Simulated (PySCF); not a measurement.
Below is a simulated gas-phase C 1s photoelectron spectrum of `[GeH3][O][SiH2]C1CCC1`.

Every computed line was given a Gaussian of 0.6 eV full width at half maximum and an area set by the number of equivalent atoms; the highest printed point is 100. The calculation used delta-SCF UKS SCAN, pcX-2 on the ionised atom, pcseg-1 elsewhere, spin-free X2C (PySCF).

```
binding energy (eV)  intensity
              289.0          0
              289.1          1
              289.2          2
              289.3          4
              289.4          9
              289.5         15
              289.6         24
              289.7         32
              289.8         40
              289.9         48
              290.0         57
              290.1         71
              290.2         87
              290.3         99
              290.4        100
              290.5         89
              290.6         68
              290.7         45
              290.8         25
              290.9         12
              291.0          5
              291.1          2
              291.2          1
```

Count the maxima, the lines and the sites behind this envelope.

The curve has 1 maximum (at 290.4 eV). Under it lie 3 lines from 3 inequivalent carbon sites. At this width some lines have no maximum of their own.

Decompose the envelope and assign each component. Numbering: `[GeH3:1][O:2][SiH2:3][CH:4]1[CH2:5][CH2:6][CH2:7]1`.

```csv
position (eV),relative area,line,atoms,environment
289.82,1,C 1s,C4,sp3 carbon bound to silicon
290.37,2,C 1s,C5/C7,four-membered-ring carbon
290.40,1,C 1s,C6,four-membered-ring carbon
```

The listed C 1s values span 0.58 eV, from C4 (bonded to 2 C, H and Si) to C6 (bonded to 2 C and 2 H). The widest gap between neighbouring values is 0.55 eV, between 289.82 and 290.37 eV. Summing the Pauling electronegativity differences to the bonded atoms, each weighted by its formal bond order, gives -1.00 for the lowest site and -0.70 for the highest; no listed site has a larger sum than the highest. The values 290.37 and 290.40 eV lie too close for their order to be trusted.

The curve has no shake-up lines and no vibrational structure. Topologically equivalent atoms share the value of their first member; where this conformer doesn't relate them by symmetry, their own values could differ. The structure is a single PBE0-D3(BJ)/def2-SVP conformer in the gas phase; no vibrational or solvent corrections.

Hardware: one thread of an Arm Neoverse N1, on a shared host. Cost: 2.3 min of wall time, 0.87 GiB resident at most.

Shape of the structure used: `[GeH3:1][O:2][SiH2:3][CH:4]1[CH2:5][CH2:6][CH2:7]1`: Ge1–O2–Si3–C4 1°, O2–Si3–C4–C5 -53°.
